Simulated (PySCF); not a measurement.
# Vibration and rotation of BiN

RHF-CCSD(T) constants of BiN, singlet, closed shell (PySCF, scalar-relativistic core potentials, basis sets Bi aug-cc-pVDZ-PP with ECP60, N aug-cc-pVDZ; masses 208.9804 and 14.0031 u):

```
ωe              : 720.0 cm⁻¹
ωexe            : 4.58 cm⁻¹
Be              : 0.32979 cm⁻¹
αe              : 0.00226 cm⁻¹
D (centrifugal) : 2.77e-07 cm⁻¹
De to Bi + N    : 2.42 eV
```

Task: Give the vibrational terms G(v) and spacings up to v = 3.

Result: G(v) = ωe(v+½) − ωexe(v+½)².

| v | G(v) (cm⁻¹) | G(v) − G(v−1) | Bv (cm⁻¹) |
| --- | --- | --- | --- |
| 0 | 359 |  | 0.3287 |
| 1 | 1070 | 711 | 0.3264 |
| 2 | 1771 | 702 | 0.3241 |
| 3 | 2464 | 693 | 0.3219 |

Task: How well does the Morse estimate ωe²/(4ωexe) reproduce De, and what is D0?

Result: It gives 3.51 eV, 145 % of the computed De. D0 = De − G(0) = 2.42 − 0.04 = 2.38 eV.

Correlated steps freeze 5 core orbitals. Correlated levels converge slowly with the basis: in double zeta they bind strong bonds too weakly, by up to about 1 eV, and carry superposition errors of some tenths. Spin–orbit coupling is left out, which matters for elements this heavy, above all for dissociation energies. Where the molecule has an RHF reference, its open-shell atoms are computed with UHF. The CCSD T1 diagnostic is raised, a sign that a single reference may not be enough here. The restricted Hartree–Fock solution is unstable towards spin polarisation at this distance.
